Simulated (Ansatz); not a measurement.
```yaml
crystal:
  periodic: [false, false, false]
  atoms:
    - {symbol: C, position_ang: [1.052574, -0.861277, -0.156165]}
    - {symbol: Ge, position_ang: [-0.657259, -0.027115, 0.081883]}
    - {symbol: F, position_ang: [-1.386726, -0.560532, 1.548773]}
    - {symbol: Cl, position_ang: [-2.031439, -0.451587, -1.478509]}
    - {symbol: C, position_ang: [-0.562700, 1.883462, 0.252401]}
    - {symbol: N, position_ang: [-0.444572, 3.025331, 0.333944]}
    - {symbol: H, position_ang: [0.918298, -1.941200, -0.212033]}
    - {symbol: H, position_ang: [1.692114, -0.612532, 0.691075]}
    - {symbol: H, position_ang: [1.508210, -0.500851, -1.078370]}
basis:
  gaussian: {orbitals: cc-pVTZ}
hamiltonian: {xc: {name: HF}}
correlation: {active_space: {window: {electrons: 3, orbitals: 2}}}
accuracy: high
output: {forces: true}
```

```sh
$ ansatz run in.yaml --threads 4 --pin off --events-out ev --progress --plain --max-ram 10444MiB
```

It prints (some lines left out):

```
Functional definition: HF
3985 factors; integrals over basis functions are off by at most 2.1e-8 eV
mean field evaluation 1: about -75274.9290 eV, gradient 4.6e1 eV
mean field evaluation 2: about -75275.2446 eV, gradient 4.6e1 eV
mean field evaluation 4: about -75279.7187 eV, gradient 5.3e0 eV
mean field evaluation 8: about -75279.8192 eV, gradient 5.2e-1 eV
mean field evaluation 16: about -75279.8201 eV, gradient 1.3e-8 eV
mean field -75279.82012449 eV, -2766.4823630802 hartree, gradient 2.8e-8 eV, S^2 0.000000; 0 other end points of the search recorded, 0 dependent functions left out
reference -75279.82012449 eV, -2766.4823630802 hartree; 40, 40 occupied and 199, 199 virtual orbitals, 3985 factors
Error: 3 electrons in 2 orbitals form no window around the highest filled level of the reference
```

(1) Something in this input is off. What?

## Answers

(1) The active space doesn't fit the electrons. The run stopped with an error.
